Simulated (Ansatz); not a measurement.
Total energies of [CuF4]- (CuF4⁻) from Ansatz at r2SCAN-D4/def2-TZVPD, gas phase (1 Eh = 27.2114 eV = 2625.5 kJ/mol). The reference geometry is relaxed at r2SCAN-D4/def2-SVPD.

```tsv
state	geometry	energy (Eh)
charge -1 singlet	reference	-2040.03663
charge 0 doublet	reference	-2039.79850
charge -1 triplet	relaxed at r2SCAN-D4/def2-SVPD	-2040.01154
```

(1) Work out the vertical ionisation energy to the doublet.

(2) Which of the charge -1 states is lowest, and how far above it are the others?

(1) E(charge 0 doublet) − E(charge -1 singlet) = -2039.79850 − (-2040.03663) = 0.23813 Eh = 6.48 eV. For comparison, −ε of the highest occupied level is 3.09 eV at this level, 3.39 eV less.

(2) The singlet. triplet: -2040.01154 − (-2040.03663) = 0.02509 Eh = 65.9 kJ/mol.
